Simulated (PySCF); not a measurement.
A run for PySCF: R-HF/3-21G on H7NSi2 (SMILES N[SiH2][SiH3]), a point of a torsion scan.

```python
from pyscf import gto, scf, dft, mp
from pyscf.data.elements import chemcore

mol = gto.M(
    atom='''
    N    -1.86877298    0.19694905   -0.21863115
    Si   -0.48452527   -0.63813422    0.39911690
    Si    1.58085469    0.27449031   -0.10842883
    H    -2.08787533    1.10760878    0.15213623
    H    -2.02762456    0.19735329   -1.21331249
    H    -0.74112081   -0.66987874    1.84396961
    H    -0.64674081   -1.99017753   -0.14833996
    H     1.50420337    1.69153175   -0.49435293
    H     2.24897996   -0.39170222   -1.23280165
    H     2.52239877    0.21871244    1.01398613
    ''',
    basis='3-21g',
    charge=0, spin=0, verbose=3, max_memory=1800)
mf = scf.RHF(mol)
mf.conv_tol = 1e-8
mf.max_cycle = 100
mf.kernel()
if not mf.converged:
    mf = mf.newton().run(mf.mo_coeff, mf.mo_occ)
```

The log:

```
converged SCF energy = -632.989293953095
```

The calculation finished and met its thresholds.

Cost: around 0.3 core-seconds (rough).
